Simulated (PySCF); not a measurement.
Compound: C₆H₁₄AsB.
SMILES: `CB(C)[C@@H]1CCC[AsH]1`

Computed with TDDFT CAM-B3LYP/def2-SVPD, vertical, gas phase, core orbitals frozen in the response (PySCF). One conformer (not necessarily the lowest) at the PBE0-D3(BJ)/def2-SVP geometry, without solvent, vibrations or thermal averaging. Relativistic effects, spin–orbit coupling among them, are left out although an element past zinc is present.

Each state is given a Gaussian of 0.25 eV full width at half maximum, with ε(max) = 2.175×10⁸ f / Δν̃ (Δν̃ the width in cm⁻¹). The cross-section is σ = 3.8235×10⁻²¹ ε cm², given in Mb (10⁻¹⁸ cm²). The width is an assumption, not a result. The curve ends short of the highest state used, and states not computed would add to its high-energy end.

(E (eV), σ (Mb)): (5.50, 0.04), (5.57, 0.28), (5.64, 1.47), (5.71, 4.97), (5.78, 10.87), (5.85, 15.51), (5.92, 14.98), (5.99, 11.95), (6.07, 13.19), (6.14, 18.64), (6.21, 23.49), (6.28, 27.67), (6.35, 35.76), (6.42, 45.37), (6.49, 44.69), (6.56, 30.24), (6.64, 11.63), (6.71, 3.23), (6.78, 0.74), (6.85, 0.80), (6.92, 2.92), (6.99, 8.28), (7.06, 16.51), (7.13, 25.39)

Task: Locate the maxima and give the states behind the curve.

Result: 211 nm (5.88 eV), ε about 4200, made up of S1 (98%); 192 nm (6.45 eV), ε about 12000, made up of S4 (93%) (ε in L mol⁻¹ cm⁻¹; maxima over ε = 5, shares over 10%). At its high-energy end, 7.13 eV, the curve is still rising (ε about 6600, from S6, S7 and S8). The states used: S1 5.87 eV (f 0.038); S2 6.17 eV (f 0.034); S3 6.28 eV (f 0.024); S4 6.47 eV (f 0.107); S5 6.81 eV (f 0.0002); S6 7.11 eV (f 0.035); S7 7.20 eV (f 0.017); S8 7.36 eV (f 0.133); S9 7.54 eV (f 0.0035); S10 7.73 eV (f 0.027).

Task: On this curve, what absorbance would a 10⁻³ mol/L sample give at 222 nm over a 1 cm path?

Result: 222 nm is 5.585 eV, where ε is about 110 L mol⁻¹ cm⁻¹, so A = ε c l ≈ 0.11 (Beer–Lambert, with the gas-phase spectrum and the assumed width).

Task: Coming from long wavelengths, where does ε first pass 100 L mol⁻¹ cm⁻¹?

Result: At about 222 nm (5.58 eV), 0.29 eV below S1.

Task: What would ε be at 6.45 eV, the highest of these maxima, with half the width (0.125 eV)?

Result: About 22100 L mol⁻¹ cm⁻¹ against 12300, a factor of about 1.8; a lone state at its own centre would give exactly 2.

All these states lie below the vertical ionisation energy of 8.91 eV (ΔSCF).
